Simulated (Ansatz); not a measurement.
Species: chloro(difluoro)borane, sum formula BClF$_{2}$, charge 0, multiplicity 1. 
Coordinates optimised at B3LYP-D3(BJ)/def2-TZVP (Ansatz, a first-principles code):
```
B
F 1 1.3147
F 1 1.3147 2 118.99
Cl 1 1.7478 2 120.50 3 -180.00
```
Charge 0, spin multiplicity 1.

Property: vertical ionisation energy (to the doublet state of charge +1; each state is the SCF solution reached for its spin), in eV. Valence correlation only, unless marked. Open shells are spin-unrestricted. No spin-orbit coupling. Non-relativistic. Basis-set limits of correlation are two-point, X^-3; Hartree-Fock from the larger set.

```json
[
 {"level": "HF/aug-cc-pV(D+d)Z", "program": "Ansatz", "vertical ionisation energy (eV)": "11.95"},
 {"level": "CAM-B3LYP/def2-TZVPD", "program": "Ansatz", "vertical ionisation energy (eV)": "12.91"},
 {"level": "MP2/aug-cc-pV(T+d)Z", "program": "Ansatz", "vertical ionisation energy (eV)": "12.99"},
 {"level": "RI-MP2/aug-cc-pV(T+d)Z", "program": "Ansatz", "vertical ionisation energy (eV)": "12.99"}
]
```

Problem. Predict the CCSD(T)/CBS(aug-cc-pV(T+d)Z,aug-cc-pV(Q+d)Z) result (Ansatz).

Solution. 13.05 eV
